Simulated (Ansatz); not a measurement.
Ansatz (a program for electronic structure) input (B3LYP-D3(BJ)/def2-TZVP):

Ansatz 0.2 input:
```yaml
crystal:
  periodic: [false, false, false]
  atoms:
    - {symbol: C, position_ang: [-1.47116551, -0.87179182, -0.27109048]}
    - {symbol: C, position_ang: [-0.42280964, 0.00629720, 0.27341493]}
    - {symbol: C, position_ang: [-0.39264383, 1.37194112, -0.40796405]}
    - {symbol: C, position_ang: [0.96390468, -0.66729835, 0.19441828]}
    - {symbol: O, position_ang: [1.87231320, 0.07887807, 0.97428292]}
    - {symbol: H, position_ang: [-1.55103721, -1.89001955, 0.05791616]}
    - {symbol: H, position_ang: [-2.18102629, -0.50412067, -0.98395213]}
    - {symbol: H, position_ang: [-0.59282724, 0.16421621, 1.35277862]}
    - {symbol: H, position_ang: [-0.22756334, 1.25715676, -1.47723901]}
    - {symbol: H, position_ang: [0.41177166, 1.97183280, 0.00844112]}
    - {symbol: H, position_ang: [-1.33486470, 1.89189606, -0.25489207]}
    - {symbol: H, position_ang: [0.89004520, -1.69771095, 0.57058835]}
    - {symbol: H, position_ang: [1.28899653, -0.70299430, -0.85489931]}
    - {symbol: H, position_ang: [2.74539280, -0.31960428, 0.90740191]}
basis:
  gaussian:
    orbitals: def2-TZVP
hamiltonian:
  xc: b3lyp
  dispersion: d3bj
magnetization: {spin_polarized: true, initial_magnetization: 1}
relax: {f_tol: 0.002, max_steps: 150}
```

Output:

```
Functional definition: B3LYP
integrals: 0.12 GiB planned
1267 factors; their error is unknown
0.31 GiB of the device are held for the grids
1.02 GiB of device memory are held for the factors and their scratch space
mean field: 1.22 GiB planned
mean field evaluation 1: about -6330.4643 eV, gradient 5.3e1 eV
mean field evaluation 2: about -6319.4311 eV, gradient 7.3e1 eV
mean field evaluation 4: about -6342.7629 eV, gradient 4.2e0 eV
mean field evaluation 8: about -6342.8292 eV, gradient 6.0e-2 eV
mean field evaluation 16: about -6342.8002 eV, gradient 2.5e-4 eV
mean field -6342.80020198 eV, -233.0936081184 hartree, gradient 4.4e-5 eV, S^2 0.753916; 0 other end points of the search recorded, 0 dependent functions left out
the calculation of the forces begins
reference -6342.80048935 eV, -233.0936186792 hartree; 21, 20 occupied and 188, 189 virtual orbitals, 1267 factors
relax step   1: F+E_penalty+E_count = -6343.24792543 eV  Δ(F+E_penalty+E_count) = +0.000e0 eV  max|allowed force component| = 5.558e-1 eV/Å  Δτ_max = 0.0000 Å  (31 SCF iters, accepted)
these checks for a lower state are left out or cut short: starts, cluster_reference, orbital_swaps, neighbouring_geometries, increment
integrals: 0.12 GiB planned
1267 factors; their error is unknown
0.31 GiB of the device are held for the grids
1.02 GiB of device memory are held for the factors and their scratch space
mean field: 1.22 GiB planned
mean field -6342.81610129 eV, -233.0941924072 hartree, gradient 1.2e-5 eV, S^2 0.753962; 0 other end points of the search recorded, 0 dependent functions left out
the calculation of the forces begins
reference -6342.81638913 eV, -233.0942029851 hartree; 21, 20 occupied and 188, 189 virtual orbitals, 1267 factors
relax step   2: F+E_penalty+E_count = -6343.26243990 eV  Δ(F+E_penalty+E_count) = -1.451e-2 eV  max|allowed force component| = 2.821e-1 eV/Å  Δτ_max = 0.0311 Å  (34 SCF iters, accepted)
these checks for a lower state are left out or cut short: starts, cluster_reference, orbital_swaps, neighbouring_geometries, increment
integrals: 0.12 GiB planned
1267 factors; their error is unknown
0.31 GiB of the device are held for the grids
1.02 GiB of device memory are held for the factors and their scratch space
mean field: 1.22 GiB planned
mean field evaluation 32: about -6342.8197 eV, gradient 1.2e-5 eV
mean field -6342.81969398 eV, -233.0943244362 hartree, gradient 1.2e-5 eV, S^2 0.753979; 0 other end points of the search recorded, 0 dependent functions left out
the calculation of the forces begins
reference -6342.81998202 eV, -233.0943350215 hartree; 21, 20 occupied and 188, 189 virtual orbitals, 1267 factors
relax step   3: F+E_penalty+E_count = -6343.26574301 eV  Δ(F+E_penalty+E_count) = -3.303e-3 eV  max|allowed force component| = 7.637e-2 eV/Å  Δτ_max = 0.0200 Å  (33 SCF iters, accepted)
these checks for a lower state are left out or cut short: starts, cluster_reference, orbital_swaps, neighbouring_geometries, increment
integrals: 0.12 GiB planned
1267 factors; their error is unknown
0.31 GiB of the device are held for the grids
1.02 GiB of device memory are held for the factors and their scratch space
mean field: 1.22 GiB planned
mean field -6342.82027105 eV, -233.0943456429 hartree, gradient 1.2e-5 eV, S^2 0.753977; 0 other end points of the search recorded, 0 dependent functions left out
the calculation of the forces begins
reference -6342.82055903 eV, -233.0943562262 hartree; 21, 20 occupied and 188, 189 virtual orbitals, 1267 factors
relax step   4: F+E_penalty+E_count = -6343.26637807 eV  Δ(F+E_penalty+E_count) = -6.351e-4 eV  max|allowed force component| = 2.667e-2 eV/Å  Δτ_max = 0.0158 Å  (33 SCF iters, accepted)
these checks for a lower state are left out or cut short: starts, cluster_reference, orbital_swaps, neighbouring_geometries, increment
integrals: 0.12 GiB planned
1267 factors; their error is unknown
[...]
1.02 GiB of device memory are held for the factors and their scratch space
mean field: 1.22 GiB planned
mean field -6342.82055644 eV, -233.0943561309 hartree, gradient 1.3e-5 eV, S^2 0.753972; 0 other end points of the search recorded, 0 dependent functions left out
the calculation of the forces begins
reference -6342.82084444 eV, -233.0943667146 hartree; 21, 20 occupied and 188, 189 virtual orbitals, 1267 factors
relax step   5: F+E_penalty+E_count = -6343.26683291 eV  Δ(F+E_penalty+E_count) = -4.548e-4 eV  max|allowed force component| = 4.778e-2 eV/Å  Δτ_max = 0.0239 Å  (34 SCF iters, accepted)
these checks for a lower state are left out or cut short: starts, cluster_reference, orbital_swaps, neighbouring_geometries, increment
integrals: 0.12 GiB planned
1267 factors; their error is unknown
0.31 GiB of the device are held for the grids
1.02 GiB of device memory are held for the factors and their scratch space
mean field: 1.22 GiB planned
mean field -6342.82128663 eV, -233.0943829650 hartree, gradient 2.3e-5 eV, S^2 0.753964; 0 other end points of the search recorded, 0 dependent functions left out
the calculation of the forces begins
reference -6342.82157491 eV, -233.0943935589 hartree; 21, 20 occupied and 188, 189 virtual orbitals, 1267 factors
relax step   6: F+E_penalty+E_count = -6343.26768889 eV  Δ(F+E_penalty+E_count) = -8.560e-4 eV  max|allowed force component| = 2.555e-2 eV/Å  Δτ_max = 0.0748 Å  (32 SCF iters, accepted)
these checks for a lower state are left out or cut short: starts, cluster_reference, orbital_swaps, neighbouring_geometries, increment
integrals: 0.12 GiB planned
1267 factors; their error is unknown
0.31 GiB of the device are held for the grids
1.02 GiB of device memory are held for the factors and their scratch space
mean field: 1.22 GiB planned
mean field -6342.80889597 eV, -233.0939276167 hartree, gradient 1.3e-5 eV, S^2 0.754054; 0 other end points of the search recorded, 0 dependent functions left out
the calculation of the forces begins
reference -6342.80918546 eV, -233.0939382552 hartree; 21, 20 occupied and 188, 189 virtual orbitals, 1267 factors
relax step   7: F+E_penalty+E_count = -6343.25509611 eV  Δ(F+E_penalty+E_count) = +1.259e-2 eV  max|allowed force component| = 5.886e-1 eV/Å  Δτ_max = 0.1960 Å  (35 SCF iters, rejected (line search))
these checks for a lower state are left out or cut short: starts, cluster_reference, orbital_swaps, neighbouring_geometries, increment
integrals: 0.12 GiB planned
1267 factors; their error is unknown
0.31 GiB of the device are held for the grids
1.02 GiB of device memory are held for the factors and their scratch space
mean field: 1.22 GiB planned
mean field evaluation 64: about -6342.8495 eV, gradient 3.5e-3 eV
mean field -6342.82155856 eV, -233.0943929583 hartree, gradient 1.2e-5 eV, S^2 0.753966; 0 other end points of the search recorded, 0 dependent functions left out
the calculation of the forces begins
reference -6342.82184681 eV, -233.0944035512 hartree; 21, 20 occupied and 188, 189 virtual orbitals, 1267 factors
relax step   8: F+E_penalty+E_count = -6343.26789387 eV  Δ(F+E_penalty+E_count) = -2.050e-4 eV  max|allowed force component| = 9.104e-3 eV/Å  Δτ_max = 0.0214 Å  (33 SCF iters, accepted)
these checks for a lower state are left out or cut short: starts, cluster_reference, orbital_swaps, neighbouring_geometries, increment
integrals: 0.12 GiB planned
1267 factors; their error is unknown
0.31 GiB of the device are held for the grids
1.02 GiB of device memory are held for the factors and their scratch space
mean field: 1.22 GiB planned
mean field -6342.82166881 eV, -233.0943970100 hartree, gradient 1.6e-5 eV, S^2 0.753963; 0 other end points of the search recorded, 0 dependent functions left out
the calculation of the forces begins
reference -6342.82195697 eV, -233.0944075996 hartree; 21, 20 occupied and 188, 189 virtual orbitals, 1267 factors
relax step   9: F+E_penalty+E_count = -6343.26803311 eV  Δ(F+E_penalty+E_count) = -1.392e-4 eV  max|allowed force component| = 4.539e-2 eV/Å  Δτ_max = 0.0533 Å  (33 SCF iters, accepted)
these checks for a lower state are left out or cut short: starts, cluster_reference, orbital_swaps, neighbouring_geometries, increment
integrals: 0.12 GiB planned
1267 factors; their error is unknown
0.31 GiB of the device are held for the grids
1.02 GiB of device memory are held for the factors and their scratch space
mean field: 1.22 GiB planned
mean field -6342.82177133 eV, -233.0944007775 hartree, gradient 1.2e-5 eV, S^2 0.753964; 0 other end points of the search recorded, 0 dependent functions left out
the calculation of the forces begins
reference -6342.82205945 eV, -233.0944113654 hartree; 21, 20 occupied and 188, 189 virtual orbitals, 1267 factors
relax step  10: F+E_penalty+E_count = -6343.26813210 eV  Δ(F+E_penalty+E_count) = -9.899e-5 eV  max|allowed force component| = 1.620e-2 eV/Å  Δτ_max = 0.0061 Å  (34 SCF iters, accepted)
these checks for a lower state are left out or cut short: starts, cluster_reference, orbital_swaps, neighbouring_geometries, increment
integrals: 0.12 GiB planned
1267 factors; their error is unknown
0.31 GiB of the device are held for the grids
1.02 GiB of device memory are held for the factors and their scratch space
mean field: 1.22 GiB planned
mean field -6342.82180215 eV, -233.0944019100 hartree, gradient 1.2e-5 eV, S^2 0.753957; 0 other end points of the search recorded, 0 dependent functions left out
the calculation of the forces begins
reference -6342.82209024 eV, -233.0944124970 hartree; 21, 20 occupied and 188, 189 virtual orbitals, 1267 factors
relax step  11: F+E_penalty+E_count = -6343.26817861 eV  Δ(F+E_penalty+E_count) = -4.651e-5 eV  max|allowed force component| = 1.767e-3 eV/Å  Δτ_max = 0.0096 Å  (34 SCF iters, accepted)
these checks for a lower state are left out or cut short: starts, cluster_reference, orbital_swaps, neighbouring_geometries, increment
integrals: 0.12 GiB planned
1267 factors; their error is unknown
0.31 GiB of the device are held for the grids
1.02 GiB of device memory are held for the factors and their scratch space
mean field: 1.22 GiB planned
mean field evaluation 96: about -6342.8218 eV, gradient 1.2e-5 eV
mean field -6342.82184563 eV, -233.0944035079 hartree, gradient 1.2e-5 eV, S^2 0.753956; 0 other end points of the search recorded, 0 dependent functions left out
the calculation of the forces begins
reference -6342.82213374 eV, -233.0944140956 hartree; 21, 20 occupied and 188, 189 virtual orbitals, 1267 factors
relax step  12: F+E_penalty+E_count = -6343.26819208 eV  Δ(F+E_penalty+E_count) = -1.347e-5 eV  max|allowed force component| = 1.888e-3 eV/Å  Δτ_max = 0.0123 Å  (34 SCF iters, accepted)
these checks for a lower state are left out or cut short: starts, cluster_reference, orbital_swaps, neighbouring_geometries, increment
integrals: 0.12 GiB planned
1267 factors; their error is unknown
0.31 GiB of the device are held for the grids
1.02 GiB of device memory are held for the factors and their scratch space
mean field: 1.22 GiB planned
mean field -6342.82185118 eV, -233.0944037117 hartree, gradient 1.2e-5 eV, S^2 0.753955; 0 other end points of the search recorded, 0 dependent functions left out
the calculation of the forces begins
reference -6342.82213929 eV, -233.0944142997 hartree; 21, 20 occupied and 188, 189 virtual orbitals, 1267 factors
relax step  13: F+E_penalty+E_count = -6343.26819331 eV  Δ(F+E_penalty+E_count) = -1.226e-6 eV  max|allowed force component| = 1.181e-3 eV/Å  Δτ_max = 0.0042 Å  (35 SCF iters, accepted)
integrals: 0.12 GiB planned
1267 factors; their error is unknown
0.31 GiB of the device are held for the grids
1.02 GiB of device memory are held for the factors and their scratch space
mean field: 1.22 GiB planned
mean field evaluation 128: about -6342.8219 eV, gradient 4.6e-5 eV
mean field -6342.82185118 eV, -233.0944037117 hartree, gradient 1.2e-5 eV, S^2 0.753955; 1 other end points of the search recorded, 0 dependent functions left out
the calculation of the forces begins
reference -6342.82213929 eV, -233.0944142997 hartree; 21, 20 occupied and 188, 189 virtual orbitals, 1267 factors
Total energy: -6343.26848142 eV, -233.1108170705 hartree
Atom 0 at    -1.463236    -0.877194    -0.300980 Å, force    -0.000979    -0.001181    -0.000368 eV/Å
Atom 1 at    -0.409611     0.005543     0.265412 Å, force     0.000182    -0.000082     0.000075 eV/Å
Atom 2 at    -0.372528     1.378401    -0.409835 Å, force     0.000274     0.000097     0.000132 eV/Å
Atom 3 at     0.952879    -0.684171     0.218577 Å, force    -0.000017     0.000231     0.000054 eV/Å
Atom 4 at     1.883553     0.099543     0.960583 Å, force    -0.000005     0.000101    -0.000119 eV/Å
Atom 5 at    -1.458293    -1.942400    -0.108728 Å, force     0.000248     0.000436     0.000015 eV/Å
Atom 6 at    -2.319208    -0.459516    -0.812638 Å, force     0.000428     0.000231     0.000157 eV/Å
Atom 7 at    -0.620709     0.165678     1.336710 Å, force     0.000020     0.000151     0.000047 eV/Å
Atom 8 at    -0.155594     1.274609    -1.476010 Å, force    -0.000006    -0.000016     0.000123 eV/Å
Atom 9 at     0.396148     2.006512     0.037813 Å, force    -0.000034     0.000126    -0.000101 eV/Å
Atom 10 at    -1.334567     1.884104    -0.309750 Å, force     0.000098    -0.000089     0.000010 eV/Å
Atom 11 at     0.867514    -1.689851     0.648151 Å, force    -0.000075     0.000072    -0.000084 eV/Å
Atom 12 at     1.272415    -0.786632    -0.826241 Å, force    -0.000096    -0.000001     0.000028 eV/Å
Atom 13 at     2.759722    -0.285948     0.866142 Å, force    -0.000037    -0.000075     0.000032 eV/Å
Dipole moment:     0.122747    -0.219658    -0.106796 e Å
```

It need not be the lowest isomer of its formula.
